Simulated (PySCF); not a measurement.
Electronic absorption of H10O2Si4

Compound: H10O2Si4.
SMILES: `O[SiH2][SiH2][SiH2]O[SiH3]`

Theory: TDDFT B3LYP/def2-SVPD, vertical, gas phase, core orbitals frozen in the response (PySCF). The structure is a single GFN2-xTB conformer in the gas phase; no vibrational or solvent corrections. The geometry optimisation had not met its thresholds, so the values belong to a structure short of the stationary point.

```csv
state,λ (nm),E (eV),f,"main configurations (H = HOMO, L = LUMO)"
S1,218.8,5.67,0.056,H→L (91%)
S2,211.0,5.88,0.024,"H→L+1 (66%), H-1→L (29%)"
S3,202.3,6.13,0.034,"H-1→L (69%), H→L+1 (27%)"
S4,197.6,6.27,0.0056,"H-2→L (85%), H-2→L+1 (10%)"
S5,191.8,6.46,0.021,H-1→L+1 (92%)
S6,184.4,6.72,0.0020,"H-2→L+1 (78%), H-2→L (10%), H→L+2 (9%)"
S7,182.0,6.81,0.118,H→L+2 (74%)
S8,180.2,6.88,0.019,"H-3→L (77%), H-3→L+1 (10%)"
```

Triplets, Tamm–Dancoff:

| state | E (eV) | λ (nm) | main configurations (H = HOMO, L = LUMO) |
| --- | --- | --- | --- |
| T1 | 5.09 | 243.5 | H→L (90%) |
| T2 | 5.42 | 228.6 | H→L+1 (64%), H-1→L (27%) |
| T3 | 5.73 | 216.4 | H-1→L (62%), H→L+1 (23%) |

The lowest singlet comes at 219 nm (547 kJ/mol) in the ultraviolet; it is of moderate strength; its leading configuration is HOMO→LUMO (91%). The most intense listed level is S7 at 6.81 eV (182 nm, f = 0.118), 1.15 eV above S1. Löwdin shares by element: HOMO silicon 53% or more, oxygen 14% or more (atoms not listed hold the other 33%); LUMO silicon 60% or more, hydrogen 6% or more (atoms not listed hold the other 33%). The listed states span 1.21 eV. Orbital energies (eV): HOMO-3 -8.94, HOMO-2 -8.25, HOMO-1 -8.02, HOMO -7.59, LUMO -1.08, LUMO+1 -0.73, LUMO+2 0.00. Of the 8 states listed, 6 reach f = 0.01 and none stays under 0.0005. Singlets were solved by full linear response, triplets in the Tamm–Dancoff approximation.
